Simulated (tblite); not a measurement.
Isomers of C6H10FNSi2. Calculated harmonic vibrations of the isolated species, GFN2-xTB (tblite), most abundant isotopes, no scaling. The method is semi-empirical: single wavenumbers can be off by several per cent or more. Modes of hydrogen on silicon can be 10 to 20 % off. One conformer each.

Electronic energies: GFN2-xTB at the same geometries; isomer energies are rough at this level and their order can be wrong.

```tsv
SMILES	electronic energy, lowest = 0 (kcal/mol)
C=C/C(=C/[C@H]([SiH3])C#N)[SiH2]F	0.0
C=C(C)[Si@@H]1C[C@@H](C#N)[Si@@H]1F	12.4
N#C[C@@H]1CC[SiH2]/C(=C/F)[SiH2]1	28.6
```

Question: How do GFN2-xTB zero-point energies change the relative energies?

Answer: 
```csv
SMILES,ZPE (kcal/mol),of it from modes above 1550 cm⁻¹,electronic (kcal/mol),"with ZPE, lowest = 0 (kcal/mol)",lowest mode (cm⁻¹),rings
C=C/C(=C/[C@H]([SiH3])C#N)[SiH2]F,83.6,46.4,0.0,0.0,27,0
C=C(C)[Si@@H]1C[C@@H](C#N)[Si@@H]1F,88.8,46.8,12.4,17.7,25,1
N#C[C@@H]1CC[SiH2]/C(=C/F)[SiH2]1,86.9,44.1,28.6,32.0,31,1
```

The zero-point energies span 5.2 kcal/mol, from `C=C/C(=C/[C@H]([SiH3])C#N)[SiH2]F` to `C=C(C)[Si@@H]1C[C@@H](C#N)[Si@@H]1F`. The order is unchanged.

Question: What do entropy and thermal enthalpy add at 298.15 K and 1 bar (rigid rotor, harmonic oscillator, one conformer each)?

Answer: 
| SMILES | point group | symmetry number | S (cal/(mol K)) | H − H(0) (kcal/mol) | ZPE + H − H(0) − TS (kcal/mol) |
| --- | --- | --- | --- | --- | --- |
| C=C/C(=C/[C@H]([SiH3])C#N)[SiH2]F | C1 | 1 | 117.4 | 9.15 | 57.7 |
| C=C(C)[Si@@H]1C[C@@H](C#N)[Si@@H]1F | C1 | 1 | 116.1 | 8.88 | 63.1 |
| N#C[C@@H]1CC[SiH2]/C(=C/F)[SiH2]1 | C1 | 1 | 108.2 | 8.16 | 62.8 |
